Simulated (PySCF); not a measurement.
Compound: C₆H₇NO.
Numbering: `[CH3:1][O:2][c:3]1[cH:4][cH:5][cH:6][n:7][cH:8]1` (hydrogens: H9, H10, H11 on C1; H12 on C4; H13 on C5; H14 on C6; H15 on C8)

Level of theory: PBE0-D3(BJ)/def2-SVP geometry optimisation, gas phase (PySCF 2.14.0).

(1) Give the optimised bond lengths and angles.

## Answers

(1) 
| bond | length (bohr) | order |
| --- | --- | --- |
| C1–O2 | 2.649 | single |
| O2–C3 | 2.542 | single |
| C3–C4 | 2.645 | aromatic |
| C4–C5 | 2.619 | aromatic |
| C5–C6 | 2.642 | aromatic |
| C6–N7 | 2.506 | aromatic |
| N7–C8 | 2.515 | aromatic |
| C3–C8 | 2.651 | aromatic |
| C1–H9, C1–H10, C1–H11 | 2.082 | single |
| C4–H12 | 2.064 | single |
| C5–H13 | 2.064 | single |
| C6–H14 | 2.070 | single |
| C8–H15 | 2.068 | single |

Bonds in one row agree within 0.02 bohr and their mean is given. Orders are formal, as drawn. A selection of angles:
| angle | degrees |
| --- | --- |
| O2–C1–H9 | 111.8 |
| O2–C1–H10 | 106.6 |
| H9–C1–H10 | 108.9 |
| C1–O2–C3 | 118.7 |
| O2–C3–C4 | 117.1 |
| O2–C3–C8 | 124.9 |
| C4–C3–C8 | 118.0 |
| C3–C4–C5 | 118.7 |
| C3–C4–H12 | 118.9 |
| C5–C4–H12 | 122.3 |
| C4–C5–C6 | 118.8 |
| C4–C5–H13 | 120.7 |
| C6–C5–H13 | 120.5 |
| C5–C6–N7 | 122.7 |
| C5–C6–H14 | 120.5 |
| N7–C6–H14 | 116.8 |
| C6–N7–C8 | 118.9 |
| N7–C8–H15 | 116.3 |
| C3–C8–N7 | 122.9 |
| C3–C8–H15 | 120.9 |

Torsions: C1–O2–C3–C4 -179° (antiperiplanar).

The 2 C–O bonds span 1.345 Å (O2–C3, drawn single) to 1.402 Å (C1–O2, drawn single), a spread of 0.057 Å. The 6-membered ring C3–C4–C5–C6–N7–C8 has internal angles of 118.0° to 122.9°; it is planar, 0.00 Å rms from its mean plane, widest ring torsion 0°. Of the pairs four or more bonds apart, C1···H15 is among the closest relative to their van der Waals radii: 2.54 Å, 88 % of the sum of Bondi's values. The 8 heavy atoms lie in one plane (0.003 Å rms).

Point group: Cs (tolerance 0.08 Å). No PBE0-D3(BJ)/def2-SVP frequencies stand behind this structure, so it isn't proved a minimum. The numbers are those of one conformer.
